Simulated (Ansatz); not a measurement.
Isolated molecules relaxed with PBE0-D4/def2-TZVP in Ansatz; ΔE leaves out vibrations. CCSD(T)/CBS adds triple-zeta CCSD(T) − MP2 to the extrapolated MP2 energy (def2 sets, frozen cores). This one scheme is used for every species, atoms too. Open shells (•) are unrestricted, without spin–orbit coupling. Spin–orbit coupling would lower the free atoms: a little for F. Elements past krypton have def2 core potentials. Bonds to Sb are less sure, by a few kJ/mol each and by 10 to 20 or more in all where they break to atoms, as the def2 sets lack core-valence functions.

`[CH3][SbH][SiH3]` + F• → `[CH3][Sb][SiH3]`• + H–F  (hydrogen abstraction from the Sb–H bond)

| species | SCS-MP2/def2-QZVPP energy (Eh) |
| --- | --- |
| `[CH3][SbH][SiH3]` | -571.04954 |
| F• | -99.63553 |
| `[CH3][Sb][SiH3]`• | -570.43780 |
| H–F | -100.36288 |

Work out ΔE.

ΔE = (-570.43780) + (-100.36288) − (-571.04954) − (-99.63553) = -0.11561 Eh = -3.15 eV. CCSD(T)/CBS gives -3.09 eV.

Largest T1 diagnostic among the species: 0.013.

At CCSD(T), def2-SVP lies +0.34 eV from the extrapolated value and def2-TZVPP +0.12 eV. In def2-TZVPP, CCSD(T) changes the Hartree–Fock value by −0.86 eV (the triples alone add −0.04 eV) and MP2 by −1.16 eV. From PBE to PBE0 (25 % exact exchange), in def2-TZVPP and without D4, ΔE moves by +0.20 eV.
